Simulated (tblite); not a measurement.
Species: C4H5ClO2Si.
Structure used (GFN2-xTB), in Å, numbered top down from 1:
```xyz
13
C4H5ClO2Si angstrom
O     -0.3921    2.3052   -1.6574
C     -0.7039    1.3566   -1.0756
C     -0.9773    0.2964   -0.3820
C     -2.2178   -0.3975   -0.2129
O     -2.2757   -1.3929    0.4778
Si     0.2851   -0.7137    0.6351
C      1.9689    0.1750    0.4341
Cl     2.3742    0.2182   -1.3050
H     -3.1038    0.0021   -0.7268
H     -0.1020   -0.6560    2.0425
H      0.3907   -2.0388    0.0391
H      1.9754    1.2046    0.7832
H      2.7739   -0.3587    0.9302
```

Level: GFN2-xTB in tblite, geometry and Hessian alike; calculated harmonic values, unscaled, isolated species. Against measured fundamentals such values can be off by several per cent, at times by over 20. Modes of hydrogen on silicon can be 10 to 20 % off. One conformer, not necessarily the lowest.

Harmonic wavenumbers (cm⁻¹): 41.3, 63.4, 98.9, 114.9, 135.9, 158.5, 222.9, 287.7, 477.4, 493.8, 501.5, 549.1, 599.1, 620.7, 651.8, 699.4, 737.7, 758.6, 768.6, 905.6, 1084.1, 1103.8, 1185.3, 1326.2, 1436.5, 1464.2, 1679.0, 2253.7, 2295.7, 2333.2, 2841.3, 2999.9, 3017.3.

A = 2002, B = 1041, C = 750.6 MHz; mass 147.975 u (most abundant isotopes); point group C1, symmetry number 1.

Task: What is the zero-point energy?

Result: Half the sum of the wavenumbers: 16954 cm⁻¹ = 202.81 kJ/mol.

Task: Entropy at 273.15 K, 1 bar (ideal gas, RRHO, classical rotation)?

Result: Translation 169.36, rotation 123.21, vibration 116.96: S = 409.5 J/(mol K).

Task: And Cp and H(273.15 K) − H(0)?

Result: Cp = 141.64 J/(mol K), of which vibrations give 108.38 (their classical limit is 33 R = 274.4); H(273.15 K) − H(0) = 25.25 kJ/mol without the zero-point energy, 16.17 from vibrations.

Task: Which modes carry the vibrational entropy at 273.15 K?

Result: 41.3 cm⁻¹: 21.01; 63.4 cm⁻¹: 17.47; 98.9 cm⁻¹: 13.83; 114.9 cm⁻¹: 12.62; 135.9 cm⁻¹: 11.27; 158.5 cm⁻¹: 10.05 J/(mol K); the other 27 give 30.70 together.

Task: What must be added to the electronic energy to get the Gibbs energy at 273.15 K and 1 bar?

Result: ZPE + [H(273.15 K) − H(0)] − T·S = 202.81 + 25.25 − 111.86 = 116.20 kJ/mol.

Task: How do the functions run with temperature in this model?

Result: 
```tsv
T (K)	S (J/(mol K))	Cp (J/(mol K))	H − H(0) (kJ/mol)	G − H(0) (kJ/mol)	ln q(vib)
100	301.8	82.1	5.82	-24.36	2.13
200	369.3	117.1	15.77	-58.10	5.00
300	423.2	149.7	29.16	-97.79	7.64
500	511.4	195.7	64.08	-191.60	12.48
800	613.0	235.9	129.40	-360.97	18.78
1000	667.5	252.8	178.37	-489.16	22.45
```

q(vib) and H(0) count from the zero-point level.

Task: Blend soft modes into free rotors: weight 1/[1 + (100 cm⁻¹/ν̃)⁴] for the oscillator and the rest for a rotor with moment μB/(μ + B), μ = h/(8π²ν), B = 10⁻⁴⁴ kg m². What vibrational entropy results?

Result: 106.01 J/(mol K) in place of 116.96, which changes −T·S at 273.15 K by +2.99 kJ/mol.

Hindered rotation and anharmonicity are outside this model. Other conformers, if any are populated, would add a mixing term that is left out. The structure is chiral; the term R ln 2 for an equal mix with its mirror image is left out.

Time: 0.83 s of wall time. Hardware: Arm Neoverse N1, one thread, no GPU, shared host with 64 logical CPUs at a one-minute load of 58. This covers the Hessian and the dipole derivatives.
